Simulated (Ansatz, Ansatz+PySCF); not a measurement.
```yaml
atoms:
  - { symbol: N, position_ang: [0.0000, 0.0000, -1.0978] }
  - { symbol: N, position_ang: [0.0000, 0.0000, 1.0978] }
```

Basis set: 6-31G (spherical functions). Frozen core: 2 orbitals. Charge 0, multiplicity 1.

Computed with Ansatz (development build ahead of 0.2.0); each method stands on the lowest determinant of its kind that the runs found. Restricted open shells among the atoms or ions are ROHF, correlated in semicanonical orbitals with singles.

Give the atomization energy at this shape (free ground-state atoms in the same class of orbitals less the molecule, no zero-point energy) of singlet N₂ by full CI (lowest root of this spin), UHF-CCSDT(Q), UHF-CCSD(T), UHF-MP2, UHF, RHF-MP2, RHF, RHF-CCSD(T), RHF-CCSD.

| method | atomization energy |
| --- | --- |
| full CI (lowest root of this spin) | 25.6 kJ/mol |
| UHF-CCSDT(Q) | 18.7 kJ/mol |
| UHF-CCSD(T) | 10.4 kJ/mol |
| UHF-MP2 | -10.5 kJ/mol |
| UHF | -22.7 kJ/mol |
| RHF-MP2 | -609.9 kJ/mol |
| RHF | -932.3 kJ/mol |
| RHF-CCSD(T) | -461.4 kJ/mol |
| RHF-CCSD | -513.2 kJ/mol |

Caution for UHF-CCSDT(Q), UHF-CCSD(T), UHF-MP2: bonds are stretched, where a single reference can fail. Caution for UHF-CCSDT(Q), UHF-CCSD(T), UHF-MP2, UHF, RHF-MP2, RHF, RHF-CCSD(T), RHF-CCSD: the determinant breaks the point group. Caution for UHF-CCSDT(Q), UHF-CCSD(T), UHF-MP2, UHF: the unrestricted determinant is a mixture of spin states. Caution for UHF-CCSD(T): the program doubts this total. Caution for UHF-MP2, RHF-MP2: another reference gives a lower total. Caution for RHF-MP2, RHF, RHF-CCSD(T), RHF-CCSD: an unrestricted determinant lies well below; the molecule lies well above its atoms at this level. Caution for RHF-MP2, RHF-CCSD(T), RHF-CCSD: large amplitudes, a single reference is doubtful. Caution for RHF-CCSD(T): the amplitudes may be one of several solutions.

This basis has no polarisation functions and is too small for such energies, which can lie far from measured ones in either direction.
